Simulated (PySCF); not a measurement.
An isoelectronic set: 89 electrons

HF in PySCF with def2-SVP on every atom (core potentials on Rb, Sr, Te, Cs), for the lowest determinant that a PBE0 search found; no spin–orbit coupling. All have 89 electrons, 7 of them in the valence shells, and the same state, a doublet (π ↑). For ions De leads to the atom and ion picked by measured ionisation energies and electron affinities.

```json
{"species": "RbTe", "difference of nuclear charges": "15", "Re (Å)": "3.424", "ωe (cm⁻¹)": "121", "k (mdyn/Å)": "0.446", "De (eV)": "1.34", "dissociates to": "Rb + Te", "Mayer bond order": "0.58"}
{"species": "CsSe", "difference of nuclear charges": "21", "Re (Å)": "3.348", "ωe (cm⁻¹)": "132", "k (mdyn/Å)": "0.511", "De (eV)": "1.54", "dissociates to": "Cs + Se", "Mayer bond order": "0.61"}
{"species": "SrTe⁺", "difference of nuclear charges": "14", "Re (Å)": "3.035", "ωe (cm⁻¹)": "184", "k (mdyn/Å)": "1.05", "De (eV)": "1.02", "dissociates to": "Sr⁺ + Te", "Mayer bond order": "1.19"}
{"species": "CsBr⁺", "difference of nuclear charges": "20", "Re (Å)": "4.003", "ωe (cm⁻¹)": "43.9", "k (mdyn/Å)": "0.0564", "De (eV)": "0.15", "dissociates to": "Cs⁺ + Br", "Mayer bond order": "0.09"}
```

**Question.** Which member of the whole set has the stiffest bond, and how does it compare with the softest?

**Answer.** SrTe⁺ with k = 1.05 mdyn/Å, 19 times that of CsBr⁺.

These are scalar-relativistic numbers at best; spin–orbit coupling would shift them, the dissociation energy most. For an ion De counts to the pair picked by the measured ionisation energies or electron affinities, which need not be the lowest pair at this level. Hartree–Fock leaves out correlation, which carries a large part of most bond energies and some tenths to 1 eV of ionisation energies. States were picked by a PBE0 search and need not be the measured ground states.
